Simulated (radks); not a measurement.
Values are calculated unless marked as measured or tabulated.
Excited configurations of Te+: one electron is placed in a higher orbital outside [Kr] 4d10 5s2 5p2. The ground configuration is [Kr] 4d10 5s2 5p3. Level of theory: scalar-relativistic Kohn-Sham, LDA (Slater exchange, Perdew-Wang correlation), spin-polarised, spherical densities, point nucleus; open shells are filled with parallel spins first (spin-orbit coupling, left out, can overturn this in heavy ions) (a radial shooting solver on a logarithmic mesh with Libxc functionals). Excitation = E - E(ground); binding = E(ion) - E, where the ion is the core of charge +2; n* = 2/sqrt(2 binding) in atomic units, and the quantum defect is n - n*.

[
 {"outer orbital": "5f", "excitation (eV)": "16.129", "binding (eV)": "2.701", "n*": "4.489", "quantum defect": "0.511", "eigenvalue (eV)": "-1.982", "<r> (bohr)": "12.50"},
 {"outer orbital": "6s", "excitation (eV)": "9.914", "binding (eV)": "8.915", "n*": "2.471", "quantum defect": "3.529", "eigenvalue (eV)": "-6.992", "<r> (bohr)": "4.888"},
 {"outer orbital": "6d", "excitation (eV)": "14.628", "binding (eV)": "4.202", "n*": "3.599", "quantum defect": "2.401", "eigenvalue (eV)": "-3.238", "<r> (bohr)": "8.829"},
 {"outer orbital": "6f", "excitation (eV)": "16.914", "binding (eV)": "1.916", "n*": "5.330", "quantum defect": "0.670", "eigenvalue (eV)": "-1.487", "<r> (bohr)": "19.33"},
 {"outer orbital": "7s", "excitation (eV)": "14.222", "binding (eV)": "4.608", "n*": "3.437", "quantum defect": "3.563", "eigenvalue (eV)": "-3.698", "<r> (bohr)": "9.327"},
 {"outer orbital": "7d", "excitation (eV)": "16.197", "binding (eV)": "2.632", "n*": "4.547", "quantum defect": "2.453", "eigenvalue (eV)": "-2.093", "<r> (bohr)": "14.90"},
 {"outer orbital": "7f", "excitation (eV)": "17.421", "binding (eV)": "1.409", "n*": "6.216", "quantum defect": "0.784", "eigenvalue (eV)": "-1.126", "<r> (bohr)": "27.63"}
]

The Delta-SCF ionisation energy is 18.830 eV (NIST Atomic Spectra Database: 18.6 eV, measured). Self-interaction in the functional shifts the binding energies and quantum defects, so they are the method's values and not measured ones. Open shells are spherical and high-spin; term and fine-structure splittings are not resolved. Spin-orbit splitting is averaged out at the scalar-relativistic level.
